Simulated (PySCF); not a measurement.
## Radial density of Br(3+) (bromine, charge +3)

UHF, [Ar] 3d10 4s2 4p2, high-spin 3P determinant. Computed with PySCF 2.14 in x2c-SVPall (5s4p3d, 32 functions), with the spin-free X2C one-electron Hamiltonian (Gaussian nucleus).

```tsv
r (bohr)	4πr²ρ (e/bohr)	4πr²(ρα − ρβ)
0.000612	0.2204	0.0000
0.00103	0.5966	0.0000
0.00173	1.519	0.0000
0.00291	3.559	0.0000
0.00490	8.064	0.0001
0.00824	16.77	0.0004
0.0139	30.01	0.0016
0.0233	41.86	0.0078
0.0392	41.12	0.0311
0.0659	35.59	0.0884
0.111	48.95	0.1086
0.187	42.24	-0.0121
0.314	28.57	0.1555
0.528	33.04	0.1508
0.888	10.13	0.2666
1.49	3.602	1.4878
2.51	0.7605	0.4436
4.22	0.02687	0.0246
```

Densities and radii are taken from the X2C orbitals without a picture-change correction, which distorts them close to the nucleus.

Problem. Where is the radial spin density 4πr²(ρα − ρβ) most negative, and why is it negative at all?

Solution. Around r = 0.187 bohr, down to -0.0121 e/bohr: exchange with the open shell polarises the paired shells in an unrestricted calculation.
